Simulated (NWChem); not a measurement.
Everything below was run with NWChem. System: C2H5S, charge 1, spin multiplicity 1, at the geometry of a parent with another charge or spin, in a state set for the comparison that need not be this species' ground state. Level: MP2/def2-TZVP, 7 core orbitals frozen.

The NWChem input:

```
start mol
memory heap 200 mb stack 900 mb global 1100 mb
charge 1
geometry units angstroms nocenter noautoz noautosym
  C     -1.686378     0.147695     0.086059
  C     -0.389070    -0.515080     0.372983
  S      1.133929     0.087029    -0.197695
  H     -1.993441     0.042825    -0.974009
  H     -2.489029    -0.284667     0.702633
  H     -1.649655     1.230502     0.299010
  H     -0.350428    -1.570818     0.654604
  H      0.792383     1.394009    -0.273367
end
basis spherical
  * library def2-tzvp
end
scf
  rhf
  nopen 0
  maxiter 100
  thresh 1e-7
  semidirect memsize 60000000 filesize 0
end
mp2
  freeze core 7
end
task mp2 energy
```

Output (cleaned and shortened):

```
             Northwest Computational Chemistry Package (NWChem) 7.3.0
             --------------------------------------------------------

                                NWChem Input Module
                                -------------------

 Scaling coordinates for geometry "geometry" by  1.889725989
 (inverse scale =  0.529177249)

                             Geometry "geometry" -> ""
                             -------------------------

 Output coordinates in angstroms (scale by  1.889725989 to convert to a.u.)

  No.       Tag          Charge          X              Y              Z
 ---- ---------------- ---------- -------------- -------------- --------------
    1 C                    6.0000    -1.68637800     0.14769500     0.08605900
    2 C                    6.0000    -0.38907000    -0.51508000     0.37298300
    3 S                   16.0000     1.13392900     0.08702900    -0.19769500
    4 H                    1.0000    -1.99344100     0.04282500    -0.97400900
    5 H                    1.0000    -2.48902900    -0.28466700     0.70263300
    6 H                    1.0000    -1.64965500     1.23050200     0.29901000
    7 H                    1.0000    -0.35042800    -1.57081800     0.65460400
    8 H                    1.0000     0.79238300     1.39400900    -0.27336700

 Effective nuclear repulsion energy (a.u.)      99.5077112507

            Nuclear Dipole moment (a.u.)
            ----------------------------
        X                 Y               Z
 ---------------- ---------------- ----------------
     0.0000113384     0.0000094486     0.0000056692


 Summary of "ao basis" -> "" (spherical)
 ------------------------------------------------------------------------------
       Tag                 Description            Shells   Functions and Types
 ---------------- ------------------------------  ------  ---------------------
 *                         def2-tzvp                  on all atoms

 Summary of "ao basis" -> "ao basis" (spherical)
 ------------------------------------------------------------------------------
       Tag                 Description            Shells   Functions and Types
 ---------------- ------------------------------  ------  ---------------------
 C                         def2-tzvp                11       31   5s3p2d1f
 S                         def2-tzvp                13       37   5s5p2d1f
 H                         def2-tzvp                 4        6   3s1p

                                 NWChem SCF Module
                                 -----------------

  ao basis        = "ao basis"
  functions       =   129
  atoms           =     8
  closed shells   =    16
  open shells     =     0
  charge          =   1.00
  wavefunction    = RHF
  use symmetry    = F
  symmetry adapt  = F

 Summary of "ao basis" -> "ao basis" (spherical)
 ------------------------------------------------------------------------------
       Tag                 Description            Shells   Functions and Types
 ---------------- ------------------------------  ------  ---------------------
 C                         def2-tzvp                11       31   5s3p2d1f
 S                         def2-tzvp                13       37   5s5p2d1f
 H                         def2-tzvp                 4        6   3s1p

 Forming initial guess at       0.1s

      Superposition of Atomic Density Guess
      -------------------------------------

 Sum of atomic energies:        -475.32120374

 Renormalizing density from      33.00 to     32
[...]
 Vector   18  Occ=0.000000D+00  E=-6.832147D-02
              MO Center=  6.2D-01,  4.8D-01, -1.0D-01, r^2= 4.6D+00
   Bfn.  Coefficient  Atom+Function         Bfn.  Coefficient  Atom+Function
  ----- ------------  ---------------      ----- ------------  ---------------
     5      1.231272  1 C  s                126     -1.220481  8 H  s
    81      0.981838  3 S  py               114     -0.702159  6 H  s
   120     -0.624200  7 H  s                 36      0.554720  2 C  s
   102     -0.506881  4 H  s                 67      0.482432  3 S  s
    35      0.361005  2 C  s                 44     -0.343415  2 C  py

 Vector   19  Occ=0.000000D+00  E=-2.722329D-02
              MO Center=  4.3D-01, -1.3D-01,  1.2D-01, r^2= 6.5D+00
   Bfn.  Coefficient  Atom+Function         Bfn.  Coefficient  Atom+Function
  ----- ------------  ---------------      ----- ------------  ---------------
   120      1.858912  7 H  s                 36     -1.540431  2 C  s
    67      1.356104  3 S  s                126     -0.902706  8 H  s
    44      0.714079  2 C  py                35     -0.688562  2 C  s
    80     -0.684021  3 S  px                43     -0.626909  2 C  px
     5     -0.531336  1 C  s                108      0.449783  5 H  s

 center of mass
 --------------
 x =   0.17388440 y =  -0.02502402 z =  -0.01239383

 moments of inertia (a.u.)
 ------------------
          52.808301366797         -10.340905041802          40.587690354464
         -10.340905041802         340.465009611956          14.289356946900
          40.587690354464          14.289356946900         357.161470467179

  Mulliken analysis of the total density
  --------------------------------------

    Atom       Charge   Shell Charges
 -----------   ------   -------------------------------------------------------
    1 C    6     6.34   0.85  1.12  0.47  0.69  0.08  1.26  1.45  0.34  0.02  0.05  0.00
    2 C    6     5.93   0.86  1.12  0.54  0.72  0.06  1.08  1.23  0.20  0.02  0.11  0.01
    3 S   16    15.78   2.01  0.49  1.48  1.09  0.75  4.18  1.69  0.85  2.28  0.81  0.05  0.09  0.01
    4 H    1     0.78   0.25  0.45  0.06  0.02
    5 H    1     0.81   0.26  0.46  0.06  0.02
    6 H    1     0.82   0.25  0.47  0.07  0.02
    7 H    1     0.76   0.25  0.44  0.04  0.02
    8 H    1     0.79   0.23  0.48  0.06  0.02

       Multipole analysis of the density wrt the origin
       ------------------------------------------------

     L   x y z        total         open         nuclear
     -   - - -        -----         ----         -------
     0   0 0 0      1.000000      0.000000     33.000000

     1   1 0 0     -0.595783      0.000000      0.000011
     1   0 1 0     -0.011835      0.000000      0.000009
     1   0 0 1      0.128866      0.000000      0.000006

     2   2 0 0    -12.005265      0.000000    186.357068
     2   1 1 0      1.273833      0.000000      5.482548
     2   1 0 1     -1.038515      0.000000    -21.693256
     2   0 2 0    -13.954710      0.000000     28.038736
     2   0 1 1     -1.389721      0.000000     -9.409228
     2   0 0 2    -17.391284      0.000000     12.639773

                   NWChem MP2 Semi-direct Energy/Gradient Module
                   ---------------------------------------------

  Basis functions       =    129
  Molecular orbitals    =    129
  Frozen core           =      7
  Frozen virtuals       =      0
  Active alpha occupied =      9
  Active beta occupied  =      9
  Active alpha virtual  =    113
  Active beta virtual   =    113
  Use MO symmetry       = F
  Use skeleton AO sym   = F

  AO/Fock/Back tols     =   1.0D-09  1.0D-09  1.0D-09

 GA uses MA = F    GA memory limited = T

 Available:
  local mem=  1.26D+08
 global mem=  1.44D+08
 local disk=  0.00D+00
  mp2_memr nvloc                   113
  nvloc new                   113
   1 passes of   9:        5242880                      84777                  28538077.
   1 passes of   9: M    126148886           G      144145918           F     120906006.

 Semi-direct pass number   1 of   1  for RHF alpha+beta  at       10.4s
  vrange nnbf                  8245
  mp2_eaftype                   108  avail_ma_in_mb                  1099
 EAF : mp2_eaftype filesize         108   14269038.
  mp2_eaf for mointskh                    108
Node 0 wrote     67.1 Mb in      0.1 s     Agg I/O rate:   459.8 Mb/s
 Done moints_semi at       17.1s
  mp2_eaftype                   108  avail_ma_in_mb                   991
 EAF : mp2_eaftype filesize         108   14269038.
  mp2_eaf for kh                   108
 Done maket at       17.4s
 Done multipass loop at       17.4s

          -------------------------------------------
          SCF energy                -475.917865124953
          Correlation energy          -0.480414083789
          Singlet pairs               -0.319988829663
          Triplet pairs               -0.160425254127
          Total MP2 energy          -476.398279208742
          -------------------------------------------

          ---------------------------------------------------
                    Spin Component Scaled (SCS) MP2
          Same spin pairs                     -0.106950169418
          Same spin scaling factor             0.333333333333
          Opposite spin pairs                 -0.373463914372
          Opposite spin scaling fact.          1.200000000000
          SCS-MP2 correlation energy          -0.483806753718
          Total SCS-MP2 energy              -476.401671878671
          ---------------------------------------------------

 -----------------------
 Performance information
 -----------------------

 Timer overhead =  1.64D-07 seconds/call

               Nr. of calls         CPU time (s)                 Wall time (s)                GFlops
             ---------------    -------------------     ------------------------------   -------------------
Name         Min   Avg   Max    Min     Avg     Max     Min     Avg     Max   Mx/calls   Min     Max     Sum
mp2: moin     1     1     1    6.7     6.7     6.7      6.7     6.7     6.7     6.7      0.0     0.0     0.0
mp2: make     1     1     1   0.32    0.32    0.32     0.32    0.32    0.32    0.32      0.0     0.0     0.0
mp2: tota     1     1     1    7.1     7.1     7.1      7.1     7.1     7.1     7.1      0.0     0.0     0.0

 The average no. of pstat calls per process was 3.00D+00
 with a timing overhead of 4.93D-07s

 Task  times  cpu:       17.4s     wall:       17.4s

 Total times  cpu:       17.4s     wall:       17.4s
```
